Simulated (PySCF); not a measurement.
**Electron correlation in F⁺ (fluorine, charge +1)**

[He] 2s2 2p4, high-spin 3P determinant. Computed with PySCF 2.14 in def2-SVP (3s2p1d, 14 functions), with no relativity, point nucleus. Frozen: 1s2; 6 electrons correlated.

MP2 pair energies summed by pair of shells (mhartree):

```
 pair  energy  share (%)
2p-2p  -45.51       48.0
2s-2p  -42.32       44.7
2s-2s   -6.90        7.3
```

Total MP2 correlation energy: -94.73 mhartree.

Same-spin part -23.40 and opposite-spin part -71.33 mhartree; SCS-MP2 scales them by 1/3 and 6/5 to -93.40 mhartree.

```tsv
level	correlation energy (mhartree)
CCSD	-109.06
(T)	-0.82
CCSD(T)	-109.88
```

Diagnostics: T1 = 0.0041, D1 = 0.0069, largest double amplitude 0.042.

**Question.** Is a single reference adequate?

**Answer.** Yes: T1 lies below 0.03 and no double amplitude reaches 0.07.
